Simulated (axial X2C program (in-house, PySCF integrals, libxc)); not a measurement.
# H₂ with a deliberately poor setting

Computed with an in-house relativistic program for diatomic molecules.

The run was started with this input:
```json
{"zs": [1, 1], "q": 0, "bas": ["dyall-v3z", "dyall-v3z"], "levels": ["PBE0", "HF", "B3LYP", "LDA"], "cc": false, "r0": 0.64, "npts": 10, "nst": 2, "ntry": 6, "opt": {"nrad": 30, "nth": 14}}
```
```bash
python so2c.py task.json out
```

Keys: zs atomic numbers; q charge; bas basis sets; levels methods; cc coupled cluster on or off; r0 starting distance in Å; npts points on the curve; nst determinants followed; ntry starts of the search; nrad radial grid points; nth angular grid points. HF also brings MP2.

**Question.** One numerical setting was spoiled on purpose. Which, and what came out?

**Answer.** Integration grid too coarse. The grid acts on the functional rows and the state search only. States: spin-free M_S = 0, Λ = 0; 2c Ω = 0. The apparent results, which are not to be taken for properties of H₂:

```json
{"Hamiltonian": "spin-free", "level": "PBE0", "points converged": "10 of 10", "Re (Å)": "0.745", "ωe (cm⁻¹)": "4418", "De (eV)": "4.53", "curve-fit residual (μEh)": "0.017"}
{"Hamiltonian": "spin-free", "level": "HF", "points converged": "10 of 10", "Re (Å)": "0.734", "ωe (cm⁻¹)": "4585", "De (eV)": "3.63", "curve-fit residual (μEh)": "0.00026"}
{"Hamiltonian": "spin-free", "level": "MP2", "points converged": "10 of 10", "Re (Å)": "0.737", "ωe (cm⁻¹)": "4513", "De (eV)": "4.49", "curve-fit residual (μEh)": "0.0031"}
{"Hamiltonian": "spin-free", "level": "B3LYP", "points converged": "10 of 10", "Re (Å)": "0.742", "ωe (cm⁻¹)": "4430", "De (eV)": "4.78", "curve-fit residual (μEh)": "0.02"}
{"Hamiltonian": "spin-free", "level": "LDA", "points converged": "10 of 10", "Re (Å)": "0.765", "ωe (cm⁻¹)": "4178", "De (eV)": "4.91", "curve-fit residual (μEh)": "0.068"}
{"Hamiltonian": "2c", "level": "PBE0", "points converged": "10 of 10", "Re (Å)": "0.745", "ωe (cm⁻¹)": "4418", "De (eV)": "4.53", "curve-fit residual (μEh)": "0.017"}
{"Hamiltonian": "2c", "level": "HF", "points converged": "10 of 10", "Re (Å)": "0.734", "ωe (cm⁻¹)": "4585", "De (eV)": "3.63", "curve-fit residual (μEh)": "0.00026"}
{"Hamiltonian": "2c", "level": "MP2", "points converged": "10 of 10", "Re (Å)": "0.737", "ωe (cm⁻¹)": "4513", "De (eV)": "4.49", "curve-fit residual (μEh)": "0.0031"}
{"Hamiltonian": "2c", "level": "B3LYP", "points converged": "10 of 10", "Re (Å)": "0.742", "ωe (cm⁻¹)": "4430", "De (eV)": "4.78", "curve-fit residual (μEh)": "0.02"}
{"Hamiltonian": "2c", "level": "LDA", "points converged": "10 of 10", "Re (Å)": "0.765", "ωe (cm⁻¹)": "4178", "De (eV)": "4.91", "curve-fit residual (μEh)": "0.068"}
```
